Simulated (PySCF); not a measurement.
## Removal energies of Sb(33+) from EOM-IP-GCCSD

Reference: closed-shell Sb(33+), [Ar]; one electron is removed. Calculated with PySCF 2.14, two-component X2C-1e with screened spin-orbit coupling, an uncontracted even-tempered set (18 s from 2 bohr⁻², ratio 2.6; 14 p from 2.6 bohr⁻², ratio 2.6; 6 d from 2.7 bohr⁻², ratio 2.8; 3 f from 47 bohr⁻², ratio 2.8); frozen [Ne]; the 62 highest virtual spinors dropped; of the others 50 kept and the rest restored at second order. No Breit or QED terms. Binding energies in eV.

```tsv
level	Koopmans	second order	EOM-CCSD
3p1/2	2252.6	2252.7	2252.8
3p3/2	2191.9	2192.4	2192.7
```

For comparison, the ionisation energy of Sb(33+) is 2190 ± 5 eV (theoretical estimate listed by NIST; NIST Atomic Spectra Database, ionization energies).

Only part of the computed levels is shown.
